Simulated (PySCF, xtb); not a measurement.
SbF4, SMILES [F][Sb]([F])([F])[F], multiplicity 2.

Harmonic wavenumbers (cm⁻¹) from GFN2-xTB (xtb 6.7.1) at its own minimum, in rising order: 73, 79, 132, 150, 152, 233, 318, 403, 412.

What does PBE0-D3(BJ)/def2-SVP in PySCF give at its own minimum? (An estimate is asked for; the answer gives what the named calculation found.)

99, 120, 192, 211, 224, 557, 578, 677, 682. Paired by order, the mean absolute difference is 154 cm⁻¹ and the zero-point energies are 2.8 and 4.8 kcal/mol.
